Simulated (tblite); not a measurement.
Question: What does the GFN2-xTB structure of InChI=1S/C9H9/c1-8(2)9-6-4-3-5-7-9/h3-6H,1H2,2H3 look like in three dimensions? (Doublet state.)

Answer: 
Z-matrix in Å and degrees, rows numbered from 1:
```
C 
C   1  1.3288
C   2  1.4995  1  122.27
C   2  1.4678  1  123.15  3   178.78
C   4  1.3742  2  121.59  1  -154.27
C   5  1.3598  4  126.00  2   179.93
C   6  1.3946  5  117.46  4     0.55
C   7  1.3843  6  119.30  5     0.16
C   8  1.3817  7  121.10  6    -0.45
H   1  1.0769  2  121.38  3     0.53
H   1  1.0762  2  122.55  3  -178.24
H   3  1.0897  2  110.01  1  -116.67
H   3  1.0867  2  111.31  1     4.25
H   3  1.0894  2  109.54  1   125.42
H   6  1.0799  5  122.01  4  -179.45
H   7  1.0804  6  119.84  5   179.88
H   8  1.0811  7  119.46  6   179.27
H   9  1.0804  4  119.06  2     1.01
```

C8 (carbon bonded to 2 C and H) is planar (angles 121.1°, 119.5° and 119.4°, sum 360.0°, 0.00 Å off the plane of its three neighbours). C9 (carbon bonded to 2 C and H) is planar (angles 120.7°, 120.2° and 119.1°, sum 360.0°, 0.01 Å off the plane of its three neighbours). C2 (carbon bonded to 3 C) is planar (angles 123.2°, 122.3° and 114.6°, sum 360.0°, 0.01 Å off the plane of its three neighbours). C7 (carbon bonded to 2 C and H) is planar (angles 120.9°, 119.8° and 119.3°, sum 360.0°, 0.00 Å off the plane of its three neighbours).

The geometry is computed with GFN2-xTB (gas phase). This method treats the open shell by occupation alone, without spin polarisation.

Point group: C1 (no symmetry element, even within 0.4 Å). Its GFN2-xTB frequencies are all real (lowest 46 cm⁻¹). Torsions: C1–C2–C4–C5 -154°. 3 starts were optimised and ended at 0.00, 0.03 and 0.85 kcal/mol (GFN2-xTB); the lowest of these is shown.

One conformer stands for the species.
